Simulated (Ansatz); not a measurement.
## FeO, quintet: CASSCF and its corrections

Program: Ansatz, Gaussian basis, development build. Basis def2-SVP, nonrelativistic, 6 orbitals frozen in the corrections. State-specific CASSCF; RHF is the lowest restricted (open-shell) Hartree–Fock solution met. Letters tell apart solutions met in one space. A minimal or small basis: far from the basis limit. Solutions may break the symmetry of the shape. No proof that the lowest CASSCF solution was found.

Geometry: bond length 1.7453 Å.

CASSCF less RHF, in eV, and natural occupations:

| CAS | CASSCF | occupations |
| --- | --- | --- |
| (12,9) a | -2.682 | 2.00, 1.98, 1.98, 1.60, 1.02, 1.02, 1.00, 1.00, 0.40 |
| (12,9) b | -2.678 | 1.99, 1.97, 1.97, 1.60, 1.03, 1.03, 1.00, 1.00, 0.41 |

Question: What totals less RHF do the corrections give on each solution?

Answer: 

```tsv
CAS	SC-NEVPT2
(12,9) a	-13.069
(12,9) b	-13.094
```

Question: In CAS(12,9), is the solution lowest in CASSCF also lowest after SC-NEVPT2?

Answer: No: (12,9) b is lowest after SC-NEVPT2, 0.03 eV under (12,9) a, which leads in CASSCF.
